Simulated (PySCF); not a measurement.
## Argon: a sound run and one with changed settings

Sound run: Ar⁺ [Ne] 3s2 3p5, Ar²⁺ [Ne] 3s2 3p4. All numbers are calculated (PySCF 2.14, the non-relativistic Hamiltonian (point nucleus), in def2-SVP). In the sound run the correlated levels freeze [Ne]. The sound run starts from symmetry-adapted Hartree-Fock orbitals and uses a fine grid where one is needed.

Changed run: scalar relativity by spin-free X2C-1e. This setting is unsound on purpose.

| species | method | sound run (hartree) | changed run (hartree) | converged |
| --- | --- | --- | --- | --- |
| Ar⁺ | UHF | -526.08638 | -527.67792 | yes |
| Ar⁺ | BP86 | -526.81862 | -528.40893 | yes |
| Ar⁺ | MN15 | -526.66208 | -528.25171 | yes |
| Ar⁺ | MP2 | -526.20047 | -527.79189 | yes |
| Ar⁺ | CCSD(T) | -526.21787 | -527.80924 | yes |
| Ar²⁺ | UHF | -525.10641 | -526.69783 | yes |
| Ar²⁺ | BP86 | -525.79072 | -527.38103 | yes |
| Ar²⁺ | MN15 | -525.63247 | -527.22217 | yes |
| Ar²⁺ | MP2 | -525.19659 | -526.78787 | yes |
| Ar²⁺ | CCSD(T) | -525.21638 | -526.80757 | yes |

Ionisation energy of Ar⁺:

```json
{"method": "UHF", "sound run (eV)": "26.666", "changed run (eV)": "26.670"}
{"method": "BP86", "sound run (eV)": "27.970", "changed run (eV)": "27.971"}
{"method": "MN15", "sound run (eV)": "28.017", "changed run (eV)": "28.015"}
{"method": "MP2", "sound run (eV)": "27.317", "changed run (eV)": "27.321"}
{"method": "SCS-MP2", "sound run (eV)": "27.290", "changed run (eV)": "27.294"}
{"method": "CCSD", "sound run (eV)": "27.253", "changed run (eV)": "27.258"}
{"method": "CCSD(T)", "sound run (eV)": "27.252", "changed run (eV)": "27.257"}
```

Most of the change in total energy is the relativistic energy itself. On top of that the contraction fixes the core shape for the Hamiltonian it was made with, so the changed run is not a good calculation with the other Hamiltonian either.

For comparison, NIST gives 27.630 eV between the lowest levels.
